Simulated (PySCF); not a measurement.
An unknown is described by computed data only.

Elements present: C, Cl, H and Si. Monoisotopic mass: 89.9693 u.

* UV, strongest line: among the 6 lowest singlet transitions: S6 at 7.88 eV (157 nm, f = 0.140) [TDDFT PBE0/def2-SVPD]
* UV, first state: lowest singlet excitation: 5.94 eV (209 nm, f = 0.000) [TDDFT PBE0/def2-SVPD]
* Dipole: 1.41 D [PBE0/def2-SVPD]
* Triplet: lowest triplet excitation (Tamm–Dancoff): 4.90 eV [TDA PBE0/def2-SVPD]
* Rotational structure: rotational constants A, B, C: 11.321, 2.416, 2.039 GHz [GFN2-xTB]
* Polarisability: 60.4 au [PBE0/def2-SVPD]
* 1H NMR: chemical shifts (computed TMS as zero) by class: 5.24 (2 H), 2.15 (1 H) ppm [GIAO PBE0/pcSseg-1]
* 13C NMR: chemical shifts (computed TMS as zero) by class: 105.4 (1 C), 86.7 (1 C) ppm [GIAO PBE0/pcSseg-1]

Electronic properties: PySCF, gas phase, density fitting. Levels stand in brackets. NMR shifts are as computed; neighbouring signals can stand in another order in a measured spectrum. Isolated species at its GFN2-xTB geometry, gas phase. NMR classes are plain means over equivalent atoms (diastereotopic ones count apart unless rotation or inversion swaps them), as if these changed places fast.

Q: Which formula fits the mass and the elements?

A: C2H3ClSi (calculated 89.9693). No other formula that holds each of these elements comes within 0.0003 u with a fitting electron parity and a possible valence count.

Q: Propose a structure and show how it fits.

A: Numbering: `[CH:1]#[C:2][SiH2:3][Cl:4]`. Its formula, C2H3ClSi, gives 2 degrees of unsaturation: 0 rings and 2 π bonds in the structure found. 2 carbons fall into 2 classes; from least to most shielded: terminal alkyne carbon [C1] (105.4 ppm), alkyne carbon [C2] (86.7 ppm). Hydrogen classes from least to most shielded: 2 H on a chlorine-bound silicon, Si3 (5.24 ppm), 1 H on a terminal alkyne carbon, C1 (2.15 ppm). S1 is mainly HOMO→LUMO (weight 0.87); the largest Löwdin shares of the orbital it empties are 0.38 on the alkyne carbon, 0.38 on the terminal alkyne carbon and 0.09 on the chlorine-bound silicon, of the orbital it fills 0.25 on the chlorine-bound silicon, 0.23 on the alkyne carbon, 0.23 on the terminal alkyne carbon and 0.15 on the silicon-bound chlorine. The optimised geometry has point group Cs and is an asymmetric top. Structure: `C#C[SiH2]Cl`. The assignments are read from this structure; whether some other isomer fits the data as well wasn't checked.
